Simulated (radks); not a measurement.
Problem. These are the eigenvalues of the occupied orbitals of an atom or ion with whole-number occupations (hartree). Calculated with a radial shooting solver on a logarithmic mesh with Libxc functionals: Dirac Kohn-Sham, PBE, spin-unpolarised, spherical densities, finite nucleus; Fermi nuclear charge, rms radius of each element as measured or else 0.836 A^(1/3) + 0.57 fm.

orbital  eigenvalue
1s1/2     -137.0202
2s1/2     -20.06166
2p1/2     -17.50170
2p3/2     -17.39151

Which element is it, and in what charge state? The configuration may be excited. Open shells, if any, fill j = l - 1/2 first.

Solution. Z = 19, potassium, charge +9: K9+ in [Ne]. The list shows which subshells hold electrons but not how many an open one holds; the 1s level, -137.02 hartree, gives Z - s = 16.6 by -(Z - s)^2/2, which with screening and relativity narrows Z to a few neighbours, and the depths of the outer levels then fix element, charge and occupations together.
